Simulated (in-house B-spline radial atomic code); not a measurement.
Values are calculated unless marked as measured or tabulated.
# neutral caesium at several levels of theory

Ground configuration [Xe] 6s1. All numbers come from an all-electron radial atomic-structure program (B-spline basis), all electrons, at the radial basis limit. Mean-field, RPA, GW and linear-response runs are scalar-relativistic (one-electron X2C), no spin-orbit coupling, without Breit or QED terms, open shells spin-polarised at highest spin; the many-body runs on Dirac-Hartree-Fock orbitals are four-component, and their energies hold both.

RPA overbinds a lone outer s electron by self-correlation, and G0W0 tends to as well.

**Ionisation energy.** The reference is 3.894 eV (NIST, measured).

```tsv
method	value (eV)	minus reference (eV)
minus the highest LDA VWN5 level	2.39	-1.51
LDA VWN5, difference of total energies	4.11	+0.21
minus the highest PBE level	2.27	-1.63
PBE, difference of total energies	3.98	+0.08
exact exchange + RPA on PBE	4.31	+0.41
exact exchange + RPA + SOSEX on PBE	3.84	-0.06
minus the highest r2SCAN level	2.32	-1.58
r2SCAN, difference of total energies	3.78	-0.12
minus the highest PBE0 level	2.66	-1.23
PBE0, difference of total energies	3.89	0.00
G0W0 on PBE0	4.12	+0.23
minus the highest B3LYP (VWN-RPA) level	2.59	-1.30
B3LYP (VWN-RPA), difference of total energies	4.01	+0.12
minus the highest CAM-B3LYP level	3.27	-0.62
minus the highest LC-wPBE level	3.82	-0.07
minus the highest Hartree-Fock level	3.50	-0.40
Hartree-Fock, difference of total energies	3.48	-0.41
G0W0 on Hartree-Fock	4.05	+0.16
MP2, difference of total energies	3.90	0.00
Brueckner orbital with screened correlation (6s1/2)	3.91	+0.02
```

(1) Which methods come closest, and which lies farthest off?

Run times on one thread of shared hosts: mean field, RPA, SOSEX and G0W0 on PBE, for the atom and its ion, 20 s (Arm Neoverse N1); Brueckner orbitals with all properties, 170 s (Intel Xeon 6975P-C).

Answers

(1) Closest: PBE0, difference of total energies (0.00 eV) and MP2, difference of total energies (0.00 eV). Farthest: minus the highest PBE level (-1.63 eV). The PBE level misses by -1.6 eV while the PBE energy difference misses by +0.08 eV: the semilocal potential lacks the −1/r tail and the energy is convex in the electron number, but total energies at whole numbers are far better.
